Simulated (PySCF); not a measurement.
**NMR problem set**

Non-relativistic, one averaged value for each set of equivalent atoms, single conformer, gas phase. PBE0/pcSseg-1 with gauge-including orbitals; structure optimised with GFN2-xTB; PySCF.

Shifts are taken against calculated references (same method and geometry level): 1H and 13C vs TMS. Where no couplings were computed, multiplicities follow the n + 1 count of equivalent neighbours, and m marks all less simple cases (inequivalent or close neighbours, rings, F or P nearby). Shifts are as computed. Against solution values, carbons near 30 ppm lie about +3 ppm off and those near 130 ppm about +5 ppm. Of 1211 compounds with measured shifts, 218 miss one by over three times the rms of a fit or turn the order of signals round; such compounds aren't used in these exercises.

**Question.** C8H10. 1H NMR (500 MHz, computed): δ 5.84 (m, 1H), 4.96 (m, 1H), 3.00 (m, 2H), 1.45 (t, 1H), 1.33 (m, 1H), 0.74 (m, 2H), 0.27 (m, 2H). 13C{1H} NMR (computed): δ 145.0 (CH), 130.9 (CH), 87.0 (C), 75.5 (CH), 26.6 (CH2), 18.6 (CH), 9.0 (CH2). What is it?

**Answer.** SMILES C#CC/C=C/C1CC1. The formula gives 4 degrees of unsaturation (1 ring in the answer). 7 carbon signals for 8 carbons: some carbons are equivalent by symmetry or fast rotation. Carbon types of the structure: 1 × C, 4 × CH, 3 × CH2, which accounts for all hydrogens. δC 145.0, 130.9: alkene CH; the olefinic region. δC 87.0: alkyne carbon; sp carbons lie upfield of alkene carbons because the cylindrical π system leaves one tensor component strongly shielded. δC 75.5: terminal alkyne carbon; the triple bond shields along its axis, which puts it between sp3 and sp2 carbons. δH 5.84, 4.96: hydrogen on an alkene CH; a vinylic proton, deshielded by the sp2 carbon and the C=C anisotropy.

The data come from this structure; uniqueness wasn't tested.

**Question.** C5H8O2. 1H NMR (600 MHz, computed): δ 3.55 (s, 2H), 2.31 (s, 6H). 13C{1H} NMR (computed): δ 205.1, 66.4, 31.2. Identify the compound.

**Answer.** `InChI=1S/C5H8O2/c1-4(6)3-5(2)7/h3H2,1-2H3`. The formula gives 2 degrees of unsaturation (no ring in the answer). 3 carbon signals for 5 carbons: some carbons are equivalent by symmetry or fast rotation. Carbon types of the structure: 2 × C, 1 × CH2, 2 × CH3, which accounts for all hydrogens. δC 205.1: ketone carbonyl carbon; the double bond to the heteroatom, with no lone-pair donor beside it, deshields it most. δC 66.4: sp3 CH2 α to a carbonyl. δC 31.2: methyl carbon α to a carbonyl; α to the electron-withdrawing carbonyl group. δH 2.31: hydrogen on a methyl carbon α to a carbonyl; α to C=O.

This is the structure that produced the data.
